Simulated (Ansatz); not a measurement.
Reaction (atomization): `FC(F)(F)O[SiH](Cl)Cl` → C• + 2 Cl• + 3 F• + H• + O• + Si•

Computed with Ansatz on PBE0-D4/def2-TZVP structures; ΔE is electronic, products minus reactants. CCSD(T)/CBS adds triple-zeta CCSD(T) − MP2 to the extrapolated MP2 energy (def2 sets, frozen cores). This one scheme is used for every species, atoms too. DFT in def2-TZVPP. Open shells (•) are unrestricted, without spin–orbit coupling. Spin–orbit coupling would lower the free atoms: a little for C, Cl, F, O, Si. Each species was taken in one conformer, which may not be the lowest.

`FC(F)(F)O[SiH](Cl)Cl`:

Z-matrix (Å, degrees):
```
C
F 1 1.330
F 1 1.341 2 107.5
F 1 1.324 2 108.2 3 -116.5
O 1 1.338 2 111.5 3 122.8
Si 5 1.654 1 129.0 2 -91.2
Cl 6 2.024 5 110.1 1 54.7
Cl 6 2.019 5 104.5 1 173.9
H 6 1.467 5 110.8 1 -67.0
```

```csv
species,PBE energy (Eh)
`FC(F)(F)O[SiH](Cl)Cl`,-1622.81762
C•,-37.79597
Cl•,-459.95843
F•,-99.66912
H•,-0.49962
O•,-75.00967
Si•,-289.22289
```

(1) Work out ΔE.

Largest T1 diagnostic among the species: 0.012.

Answers

(1) ΔE = 3 × (-99.66912) + 2 × (-459.95843) + (-37.79597) + (-0.49962) + (-75.00967) + (-289.22289) − (-1622.81762) = 1.36525 Eh = +37.15 eV. CCSD(T)/CBS gives +36.22 eV.

The D4 term adds +0.47 eV with B3LYP and +0.25 eV with PBE0; it sums over pairs of atoms, weighted by their polarisabilities, and B3LYP, whose exchange is more repulsive, gets the larger term. In def2-TZVPP, CCSD(T) changes the Hartree–Fock value by +10.04 eV (the triples alone add +0.83 eV) and MP2 by +11.93 eV; breaking electron pairs costs correlation energy, which Hartree–Fock lacks.

B3LYP here is the variant with VWN-RPA as its local correlation; programs differ in this.

For atomizations the MP2-based limit and the directly extrapolated one differ by several kJ/mol either way, and by 10 to 25 for some Ge, Se and Sn compounds, so smaller differences from it don't rank the levels.
